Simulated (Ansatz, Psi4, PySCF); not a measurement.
Complex: CH4O (SMILES CO) (first 6 atoms) with CH2F2 (SMILES FCF); geometry from B3LYP-D3(BJ)/def2-TZVP, rigid monomers moved along the line of their centres of mass till O2···H11 is 2.62 Å.
(charge 0, multiplicity 1):
```xyz
11

C      0.387    -0.581     0.425
O      0.263     0.755     0.909
H     -0.270    -0.764    -0.431
H      0.092    -1.238     1.240
H      1.418    -0.817     0.143
H      0.540     1.364     0.218
F      0.009    -1.108     4.211
C      0.270     0.210     4.474
F      1.411     0.276     5.221
H     -0.555     0.609     5.066
H      0.428     0.724     3.527
```

Counterpoise-corrected where a basis set is named; no monomer relaxation. Rows marked so take none.

Correlated levels freeze the cores. Rows in 3-21G, 6-31G* carry no dispersion term and start afresh at each structure (6-31G* with six Cartesian d functions).

Run with Ansatz (Gaussian basis) for Hartree–Fock, density functionals and correlated methods; Psi4 for SAPT; PySCF for 3-21G rows, 6-31G* rows, the dispersion terms. 

```tsv
level	interaction energy (kcal/mol)
HF/6-31G*	-2.18
PBE/def2-TZVPPD	-2.25
PBE-D4/def2-TZVPPD	-2.86
r2SCAN/def2-TZVPPD	-2.30
r2SCAN-D3(BJ)/def2-TZVPPD	-2.60
B3LYP/3-21G (no counterpoise)	-5.79
B3LYP/def2-TZVPPD	-1.95
wB97M-V/def2-TZVPPD	-2.80
SAPT0/jun-cc-pV(D+d)Z	?
```

Q: Some entries are withheld; supply them.

A: 
- SAPT0/jun-cc-pV(D+d)Z, interaction energy (kcal/mol): -3.14

Ansatz is a program for electronic structure.
